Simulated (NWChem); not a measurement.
Species: C2H4F2OSi; SMILES FC1(F)OC[SiH2]1

```xyz
10

F      0.1967    -1.4446    -1.0756
C      0.0246    -0.6539     0.0000
F      0.1967    -1.4446     1.0756
O     -1.2474    -0.1189     0.0000
C     -1.0569     1.3116     0.0000
Si     0.8392     1.1007     0.0000
H     -1.5141     1.7618    -0.8954
H     -1.5141     1.7618     0.8954
H      1.5786     1.4998    -1.2297
H      1.5786     1.4998     1.2297
```
Atoms are numbered in this order, from 1.

Computed with NWChem. All runs use the structure optimised with PBE0/def2-SVP. B3LYP is NWChem's, with the RPA form of VWN correlation. Atomic charges in e: unrestrained fits to the electrostatic potential beside Mulliken populations; buried atoms are poorly determined by the fit.

Question: What does the run give for B3LYP/def2-SVP? Quantities: ESP F1; Mulliken F1; ESP C2; Mulliken C2; ESP F3; Mulliken F3; ESP O4; Mulliken O4; ESP C5; Mulliken C5; relative RMS misfit of the potential (%).

Answer: 
```yaml
ESP F1: -0.28
Mulliken F1: -0.19
ESP C2: 0.71
Mulliken C2: 0.30
ESP F3: -0.28
Mulliken F3: -0.19
ESP O4: -0.40
Mulliken O4: -0.33
ESP C5: 0.13
Mulliken C5: 0.02
relative RMS misfit of the potential (%): 24
```
